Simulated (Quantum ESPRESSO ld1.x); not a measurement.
Question: Ga+, 30 electrons, occupied as [Ne] 3s2 3p5.5 3d10 4s2 5s0.5 (fractional occupations, a model configuration). Method: scalar-relativistic Kohn-Sham, LDA (Slater exchange, Perdew-Wang correlation), spin-polarised, spherical densities, point nucleus; open shells are filled with parallel spins first; computed with ld1.x of Quantum ESPRESSO 7.5. Some entries of the table are withheld. Estimate them.

orbital  occ.  eigenvalue (eV)  <r^2> (bohr^2)
1s up       1         -10229.9        0.003187
1s down     1         -10229.6        0.003187
2s up       1         -1277.48         0.05616
2s down     1         -1277.17         0.05615
2p up       3         -1115.89         0.04465
2p down     3         -1115.49         0.04464
3s up       1         -164.134          0.4887
3s down     1         -163.349          0.4895
3p up       3         -115.246          0.5380
3p down   2.5         -114.485          0.5395
3d up       5         -35.3980          0.7818
3d down     5         -34.7711          0.7908
4s up       1         -20.0422           5.030
4s down     1         -19.9332           5.019
4p up       0         -11.9367           8.021
4p down     0         -11.8045           7.881
5s up     0.5          -5.5595           34.85
5s down     0          -5.1872           35.87
4d up       0              (1)           31.22
4d down     0              (2)           31.89

Answer: 
(1) 4d up eigenvalue (eV): -4.0828
(2) 4d down eigenvalue (eV): -3.7604
